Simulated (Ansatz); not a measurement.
One change: `C=C[SiH](O)O[SiH2]O` becomes `C=C[SiH](O)[GeH2][OH]`.

Ansatz, PBE0-D4/def2-TZVP geometries, multiplicity 1. Each molecule was computed in one conformer, which needn't be the lowest.

Scalar relativity is left out up to krypton.

```
                                        property  `C=C[SiH](O)O[SiH2]O`
size of the dipole moment (B3LYP/def2-TZVPP) / D                   1.50
               LUMO energy (PBE/def2-TZVPP) / eV                  -1.74
           LUMO energy (ωB97M-V/def2-TZVPP) / eV                   1.27
  size of the dipole moment (PBE/def2-TZVPP) / D                   1.50
            HOMO–LUMO gap (PBE0/def2-TZVPP) / eV                   7.47
              LUMO energy (PBE0/def2-TZVPP) / eV                  -0.74
```

(1) Give the same properties after the change, and the shifts. (Best estimate.)

Answers

(1) Ansatz gave: 
```json
{"property": "size of the dipole moment (B3LYP/def2-TZVPP) / D", "`C=C[SiH](O)[GeH2][OH]`": "2.08", "shift": "0.58"}
{"property": "LUMO energy (PBE/def2-TZVPP) / eV", "`C=C[SiH](O)[GeH2][OH]`": "-1.76", "shift": "-0.02"}
{"property": "LUMO energy (ωB97M-V/def2-TZVPP) / eV", "`C=C[SiH](O)[GeH2][OH]`": "1.04", "shift": "-0.23"}
{"property": "size of the dipole moment (PBE/def2-TZVPP) / D", "`C=C[SiH](O)[GeH2][OH]`": "1.92", "shift": "0.42"}
{"property": "HOMO–LUMO gap (PBE0/def2-TZVPP) / eV", "`C=C[SiH](O)[GeH2][OH]`": "7.01", "shift": "-0.46"}
{"property": "LUMO energy (PBE0/def2-TZVPP) / eV", "`C=C[SiH](O)[GeH2][OH]`": "-0.82", "shift": "-0.08"}
```

With PBE0 the HOMO rises by 0.37 eV and the LUMO falls by 0.08 eV, so the gap narrows by about 0.45 eV. PBE moves the HOMO by 0.28 eV and ωB97M-V by 0.54 eV. Dipoles are sizes alone; their direction can turn.

B3LYP here is the variant with VWN-RPA as its local correlation; programs differ in this.
